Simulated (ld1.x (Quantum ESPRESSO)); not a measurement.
**Logarithmic derivatives: Pt, TM semilocal**

```json
{"Element": "platinum", "Generator": "ld1.x (Quantum ESPRESSO) 7.5", "Type": "norm-conserving Troullier–Martins (semilocal form)", "Functional": "LDA (PZ)", "Relativity": "scalar-relativistic", "Frozen core": "[Kr] 4d10 4f14 5s2", "Valence charge": "16", "Reference configuration": "5p6 5d9 6s1 6p0", "Partial waves": "6s (bound): rc 2.35 bohr; 5p (bound): rc 1.25 bohr; 5d (bound): rc 1.30 bohr", "Local potential": "the d channel", "Core correction": "a·sin(br)/r model core, default radius (core density twice the valence density)"}
```

The phase is arctan(r·u′/u) with u = r·R(r), unwrapped; energies in Ry, scanned from -6 to 5 Ry. A pole is an energy at which the radial function vanishes at the test radius. The pseudo phase is shifted by a multiple of π to meet the all-electron one at the reference energy, and phase errors are pseudo minus all-electron; the curves can meet again beyond the range given. Levels narrower than the energy grid can be missing from the lists of poles.

| channel | radius (bohr) | reference energy (Ry) | poles, all-electron | poles, pseudo | unbroken range about the reference energy with phases within 0.05 rad | phase error 1 Ry above the reference energy (rad) |
| --- | --- | --- | --- | --- | --- | --- |
| s | 2.55 | -0.44 | 1.88 | 1.74 | below 3.1 | -0.006 |
| p | 2.55 | -4.14 | -4.09, 3.68 | -4.09, 3.57 | the whole range | -0.000 |
| d | 2.55 | -0.47 | -0.03 | -0.03 | the whole range | -0.000 |

Phases in the p channel:

```json
{"E (Ry)": "-6.00", "all-electron": "1.396", "pseudo": "1.396"}
{"E (Ry)": "-5.74", "all-electron": "1.391", "pseudo": "1.391"}
{"E (Ry)": "-5.48", "all-electron": "1.384", "pseudo": "1.384"}
{"E (Ry)": "-5.22", "all-electron": "1.376", "pseudo": "1.376"}
{"E (Ry)": "-4.96", "all-electron": "1.365", "pseudo": "1.365"}
{"E (Ry)": "-4.70", "all-electron": "1.348", "pseudo": "1.347"}
{"E (Ry)": "-4.44", "all-electron": "1.306", "pseudo": "1.306"}
{"E (Ry)": "-4.18", "all-electron": "-0.231", "pseudo": "-0.235"}
{"E (Ry)": "-3.92", "all-electron": "-1.706", "pseudo": "-1.706"}
{"E (Ry)": "-3.66", "all-electron": "-1.749", "pseudo": "-1.749"}
{"E (Ry)": "-3.40", "all-electron": "-1.770", "pseudo": "-1.770"}
{"E (Ry)": "-3.14", "all-electron": "-1.786", "pseudo": "-1.786"}
{"E (Ry)": "-2.88", "all-electron": "-1.800", "pseudo": "-1.800"}
{"E (Ry)": "-2.62", "all-electron": "-1.815", "pseudo": "-1.816"}
{"E (Ry)": "-2.36", "all-electron": "-1.832", "pseudo": "-1.832"}
{"E (Ry)": "-2.10", "all-electron": "-1.851", "pseudo": "-1.851"}
{"E (Ry)": "-1.84", "all-electron": "-1.872", "pseudo": "-1.873"}
{"E (Ry)": "-1.58", "all-electron": "-1.898", "pseudo": "-1.899"}
{"E (Ry)": "-1.32", "all-electron": "-1.930", "pseudo": "-1.931"}
{"E (Ry)": "-1.06", "all-electron": "-1.971", "pseudo": "-1.972"}
{"E (Ry)": "-0.80", "all-electron": "-2.024", "pseudo": "-2.027"}
{"E (Ry)": "-0.54", "all-electron": "-2.098", "pseudo": "-2.102"}
{"E (Ry)": "-0.28", "all-electron": "-2.206", "pseudo": "-2.213"}
{"E (Ry)": "-0.02", "all-electron": "-2.374", "pseudo": "-2.388"}
{"E (Ry)": "0.24", "all-electron": "-2.651", "pseudo": "-2.676"}
{"E (Ry)": "0.50", "all-electron": "-3.086", "pseudo": "-3.127"}
{"E (Ry)": "0.76", "all-electron": "-3.591", "pseudo": "-3.635"}
{"E (Ry)": "1.02", "all-electron": "-3.974", "pseudo": "-4.006"}
{"E (Ry)": "1.28", "all-electron": "-4.209", "pseudo": "-4.231"}
{"E (Ry)": "1.54", "all-electron": "-4.354", "pseudo": "-4.371"}
{"E (Ry)": "1.80", "all-electron": "-4.450", "pseudo": "-4.463"}
{"E (Ry)": "2.06", "all-electron": "-4.517", "pseudo": "-4.528"}
{"E (Ry)": "2.32", "all-electron": "-4.567", "pseudo": "-4.577"}
{"E (Ry)": "2.58", "all-electron": "-4.606", "pseudo": "-4.615"}
{"E (Ry)": "2.84", "all-electron": "-4.638", "pseudo": "-4.647"}
{"E (Ry)": "3.10", "all-electron": "-4.665", "pseudo": "-4.673"}
{"E (Ry)": "3.36", "all-electron": "-4.687", "pseudo": "-4.696"}
{"E (Ry)": "3.62", "all-electron": "-4.708", "pseudo": "-4.716"}
{"E (Ry)": "3.88", "all-electron": "-4.726", "pseudo": "-4.736"}
{"E (Ry)": "4.14", "all-electron": "-4.744", "pseudo": "-4.754"}
{"E (Ry)": "4.40", "all-electron": "-4.761", "pseudo": "-4.771"}
{"E (Ry)": "4.66", "all-electron": "-4.777", "pseudo": "-4.789"}
{"E (Ry)": "4.92", "all-electron": "-4.794", "pseudo": "-4.807"}
```
